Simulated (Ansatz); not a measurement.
Basis-set series for `[Cl][Al]1[CH2][NH]1`. Total charge 0; spin multiplicity 1. Geometry: relaxed with PBE0-D4/def2-TZVP.

```
functional       basis  functions  energy (Eh)  HOMO (eV)  LUMO (eV)
   PBE0-D4  def2-TZVPP        188   -797.00688      -6.69      -1.13
   PBE0-D4  def2-QZVPP        344   -797.03346      -6.73      -1.23
   ωB97M-V  def2-TZVPP        188   -797.30511      -9.01       0.60
   ωB97M-V  def2-QZVPP        344   -797.33066      -9.06       0.36
```

Give the rows for def2-SVP. (Estimate.)

The calculation gave: 
```tsv
functional	basis	functions	energy (Eh)	HOMO (eV)	LUMO (eV)
PBE0-D4	def2-SVP	79	-796.65150	-6.56	-0.97
ωB97M-V	def2-SVP	79	-796.94808	-8.86	0.82
```

Positive LUMOs are unbound and depend on the basis.

All numbers were calculated with Ansatz.
